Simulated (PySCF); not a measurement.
**Working out the ionisation energy of Sb**

Sb [Kr] 4d10 5s2 5p3 (4S) → Sb⁺ [Kr] 4d10 5s2 5p2 (3P). Calculation: PySCF 2.14, in def2-SVP with the def2 core potential (28 electrons) (4s4p2d, 26 functions); scalar relativity through the core potential. Frozen: 4s2 4p6 4d10. Energies in hartree (1 hartree = 27.21139 eV):

```json
{"part": "UHF", "Sb (lower)": "-239.273347", "Sb⁺ (upper)": "-238.957486"}
{"part": "CCSD correlation", "Sb (lower)": "-0.058727", "Sb⁺ (upper)": "-0.049676"}
{"part": "(T)", "Sb (lower)": "-0.000604", "Sb⁺ (upper)": "-0.000517"}
```

**Question.** What does Hartree-Fock give?

**Answer.** (-238.957486) − (-239.273347) = 0.315861 hartree = 8.595 eV.

**Question.** What do CCSD and CCSD(T) give?

**Answer.** The CCSD correlation energies differ by 0.009051 hartree = 0.246 eV and the triples by 0.000087 hartree = 0.002 eV, so CCSD gives 8.841 eV and CCSD(T) 8.843 eV.

Measured between the centres of the two terms (NIST): 9.124 eV, so CCSD(T) (valence) is off by -0.281 eV.

A double-zeta basis recovers only part of the correlation energy.

What remains against the reference includes basis incompleteness, the frozen core and higher excitations.
